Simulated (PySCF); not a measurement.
## Atomic charges against the basis set

Compound: C3H3BClF.
Bonds: F1–B2, B2–C3, C3–C4 (double), C4–Cl5, C4–C6, C3–C6. Hydrogens: H7 on B2; H8, H9 on C6.

PBE0 throughout (PySCF), one geometry, spherical d and f functions. Isolated species at its PBE0-D3(BJ)/def2-SVP geometry (one conformer only). The first 7 of 8 kinds of atom are listed.

Mulliken charges (e):

| basis | functions | F1 | B2 | C3 | C4 | Cl5 | C6 | H7 |
| --- | --- | --- | --- | --- | --- | --- | --- | --- |
| STO-3G | 37 | -0.077 | +0.257 | -0.112 | -0.012 | -0.032 | -0.143 | -0.049 |
| 6-31G | 64 | -0.292 | +0.429 | -0.142 | -0.233 | +0.265 | -0.349 | -0.048 |
| pcSseg-0 | 64 | -0.302 | +0.678 | -0.448 | -0.219 | +0.211 | -0.398 | -0.034 |
| 6-31G* | 94 | -0.240 | +0.310 | -0.031 | -0.069 | +0.093 | -0.390 | -0.044 |
| cc-pVDZ | 103 | -0.080 | +0.179 | +0.038 | -0.144 | -0.025 | -0.005 | -0.088 |
| def2-SVP | 103 | -0.097 | +0.172 | -0.197 | +0.142 | -0.030 | -0.064 | -0.076 |
| aug-cc-pVDZ | 169 | -0.404 | -0.268 | +0.236 | -0.111 | -0.133 | +0.878 | +0.457 |
| 6-311+G(2d,p) | 188 | -0.336 | +0.363 | +0.043 | +0.019 | +0.117 | -0.489 | +0.021 |
| def2-TZVP | 210 | -0.228 | +0.246 | +0.014 | -0.059 | -0.001 | -0.208 | -0.001 |
| cc-pVTZ | 226 | -0.191 | +0.229 | -0.049 | +0.046 | -0.008 | -0.200 | -0.038 |
| IGLO-III | 249 | -0.338 | +0.487 | -0.229 | +0.020 | +0.155 | -0.253 | -0.055 |

IAO charges (e):

```json
{"basis": "STO-3G", "functions": "37", "F1": "-0.121", "B2": "+0.250", "C3": "-0.137", "C4": "-0.055", "Cl5": "+0.061", "C6": "-0.244", "H7": "-0.006"}
{"basis": "6-31G", "functions": "64", "F1": "-0.284", "B2": "+0.356", "C3": "-0.156", "C4": "-0.002", "Cl5": "+0.069", "C6": "-0.272", "H7": "+0.001"}
{"basis": "pcSseg-0", "functions": "64", "F1": "-0.268", "B2": "+0.345", "C3": "-0.158", "C4": "-0.008", "Cl5": "+0.079", "C6": "-0.273", "H7": "-0.004"}
{"basis": "6-31G*", "functions": "94", "F1": "-0.290", "B2": "+0.391", "C3": "-0.173", "C4": "+0.006", "Cl5": "+0.071", "C6": "-0.257", "H7": "-0.014"}
{"basis": "cc-pVDZ", "functions": "103", "F1": "-0.288", "B2": "+0.373", "C3": "-0.172", "C4": "+0.015", "Cl5": "+0.075", "C6": "-0.261", "H7": "-0.009"}
{"basis": "def2-SVP", "functions": "103", "F1": "-0.287", "B2": "+0.374", "C3": "-0.174", "C4": "+0.017", "Cl5": "+0.082", "C6": "-0.254", "H7": "-0.014"}
{"basis": "aug-cc-pVDZ", "functions": "169", "F1": "-0.300", "B2": "+0.380", "C3": "-0.174", "C4": "+0.020", "Cl5": "+0.074", "C6": "-0.269", "H7": "-0.007"}
{"basis": "6-311+G(2d,p)", "functions": "188", "F1": "-0.302", "B2": "+0.385", "C3": "-0.177", "C4": "+0.015", "Cl5": "+0.080", "C6": "-0.270", "H7": "-0.008"}
{"basis": "def2-TZVP", "functions": "210", "F1": "-0.303", "B2": "+0.389", "C3": "-0.178", "C4": "+0.014", "Cl5": "+0.083", "C6": "-0.270", "H7": "-0.009"}
{"basis": "cc-pVTZ", "functions": "226", "F1": "-0.301", "B2": "+0.389", "C3": "-0.177", "C4": "+0.017", "Cl5": "+0.079", "C6": "-0.271", "H7": "-0.010"}
{"basis": "IGLO-III", "functions": "249", "F1": "-0.304", "B2": "+0.387", "C3": "-0.178", "C4": "+0.015", "Cl5": "+0.084", "C6": "-0.271", "H7": "-0.008"}
```

Hirshfeld charges (e):

```csv
basis,functions,F1,B2,C3,C4,Cl5,C6,H7
STO-3G,37,-0.013,+0.180,-0.092,+0.062,-0.065,-0.034,-0.076
6-31G,64,-0.122,+0.210,-0.092,+0.025,+0.024,-0.072,-0.055
pcSseg-0,64,-0.116,+0.210,-0.097,+0.024,+0.041,-0.076,-0.062
6-31G*,94,-0.115,+0.213,-0.088,+0.032,+0.012,-0.074,-0.059
cc-pVDZ,103,-0.110,+0.206,-0.095,+0.031,+0.031,-0.080,-0.060
def2-SVP,103,-0.117,+0.211,-0.099,+0.032,+0.042,-0.085,-0.061
aug-cc-pVDZ,169,-0.133,+0.226,-0.102,+0.019,+0.043,-0.092,-0.053
"6-311+G(2d,p)",188,-0.139,+0.233,-0.104,+0.015,+0.045,-0.086,-0.054
def2-TZVP,210,-0.135,+0.227,-0.100,+0.022,+0.040,-0.088,-0.055
cc-pVTZ,226,-0.130,+0.224,-0.098,+0.025,+0.035,-0.087,-0.056
IGLO-III,249,-0.136,+0.227,-0.104,+0.017,+0.054,-0.094,-0.054
```

**Question.** Which scheme is steadiest as the basis changes?

**Answer.** Largest range over the bases for any column: Hirshfeld 0.13 e, IAO 0.18 e, Mulliken 1.37 e. Hirshfeld charges move least and Mulliken charges most, counted in e. Without the minimal STO-3G basis the ranges are Hirshfeld 0.04, IAO 0.05, Mulliken 1.37 e.

**Question.** How much do the charges still move between the two largest bases, cc-pVTZ and IGLO-III?

**Answer.** At most, over all atoms: Mulliken 0.258 e, IAO 0.005 e, Hirshfeld 0.019 e.

**Question.** What do the same runs give for the total energy, the frontier levels and the dipole moment?

**Answer.** 
| basis | energy (Eh) | HOMO (eV) | LUMO (eV) | μ (D) |
| --- | --- | --- | --- | --- |
| STO-3G | -692.4220 | -5.84 | 0.66 | 0.71 |
| 6-31G | -700.4491 | -7.63 | -2.02 | 1.76 |
| pcSseg-0 | -699.4764 | -7.94 | -2.29 | 1.66 |
| 6-31G* | -700.5355 | -7.47 | -1.85 | 1.28 |
| cc-pVDZ | -700.5758 | -7.54 | -2.03 | 1.35 |
| def2-SVP | -700.2373 | -7.58 | -2.05 | 1.38 |
| aug-cc-pVDZ | -700.5901 | -7.65 | -2.22 | 1.49 |
| 6-311+G(2d,p) | -700.6423 | -7.66 | -2.24 | 1.53 |
| def2-TZVP | -700.6677 | -7.63 | -2.17 | 1.47 |
| cc-pVTZ | -700.6651 | -7.62 | -2.14 | 1.44 |
| IGLO-III | -700.6665 | -7.62 | -2.17 | 1.47 |

The dipole is fixed by the density alone, so its range of 1.05 D shows that the density itself changes with the basis, not only its division among atoms.
